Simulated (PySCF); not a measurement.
Compound: C₅H₄NO (doublet state).
Cartesian coordinates in Å at the GFN2-xTB level; atoms count from 1:
```xyz
11
C5H4NO angstrom
N      3.4936    0.4551   -0.0874
C      2.3498    0.3772   -0.0538
C      0.9506    0.2436   -0.0157
C      0.2097   -0.8919   -0.0849
C     -1.2381   -0.5157   -0.0016
C     -1.1045    0.9607    0.1176
O      0.1803    1.3569    0.1054
H      0.5834   -1.8903   -0.1837
H     -1.7501   -0.9762    0.8603
H     -1.8121   -0.8302   -0.8896
H     -1.8573    1.7136    0.2076
```

As a line formula: `N#CC1=CC[CH]O1` [radical].

Computed with UKS B3LYP, pcH-1 on C H N O, non-relativistic, mean-field spin-orbit, GIAO (PySCF 2.14.0). Geometry: GFN2-xTB; no solvent, vibrations or thermal averaging. A GFN2-xTB geometry isn't a minimum of the functional, and hyperfine couplings can be far from their values at a DFT geometry. The SCF solution wasn't tested for stability.

Problem. Match the computed a_iso(13C) values +83.7, -42.8, +13.8, -11.5, +1.8 MHz with the sites C2; C3; C4; C5; C6.

Solution. 
```tsv
site	a_iso (MHz)	ρ(0) (bohr⁻³)	position	distance from C6 (Å)	spin population	largest |T| (MHz)
C2	+1.8	+0.0016	3 bonds from C6	3.51	+0.01	0.6
C3	-11.5	-0.0102	2 bonds from C6	2.18	-0.06	9.5
C4	+13.8	+0.0122	2 bonds from C6	2.28	+0.14	20.7
C5	-42.8	-0.0381	1 bond from C6	1.49	-0.10	1.6
C6	+83.7	+0.0745	largest spin population	0.00	+0.87	150.4
```

Problem. Match the computed a_iso(1H) values +173.8, -63.2, -10.4 MHz (means over equivalent nuclei) with the sites H8; H9/H10; H11.

Solution. 
```json
{"site": "H8", "a_iso (MHz)": "-10.4", "ρ(0) (bohr⁻³)": "-0.0023", "position": "γ, 3 bonds from C6, on C4 of spin population +0.14", "distance from C6 (Å)": "3.33", "bound to": "C4", "spin population there": "+0.14", "largest |T| (MHz)": "8.0"}
{"site": "H9/H10", "a_iso (MHz)": "+173.8", "ρ(0) (bohr⁻³)": "+0.0389", "position": "β, 2 bonds from C6, on C5 of spin population -0.10", "distance from C6 (Å)": "2.17", "bound to": "C5", "spin population there": "-0.10", "largest |T| (MHz)": "7.6"}
{"site": "H11", "a_iso (MHz)": "-63.2", "ρ(0) (bohr⁻³)": "-0.0141", "position": "α, 1 bond from C6", "distance from C6 (Å)": "1.07", "bound to": "C6", "spin population there": "+0.87", "largest |T| (MHz)": "35.9"}
```

ρ(0) is the spin density at the nucleus and T the dipolar tensor; entries for several nuclei are means. The largest Mulliken spin populations are on C6 (+0.87), C4 (+0.14), C5 (-0.10) and H9 (+0.07). The positive populations add up to 1.23 and the negative ones to -0.23, together 2S = 1. The angles at C6 add up to 360.0°, so it is planar; its axial dipolar tensor and the negative coupling of its proton fit spin in a p orbital normal to that plane.

The spin density at the nucleus, in bohr⁻³, is negative for C5 (-0.0381), H11 (-0.0141) and C3 (-0.0102), for instance. A restricted open-shell determinant has no negative spin density anywhere; here it arises because α and β orbitals differ (spin polarisation).

Class means assume fast exchange of nuclei equivalent by connectivity; if that motion is slow, each nucleus keeps its own coupling.
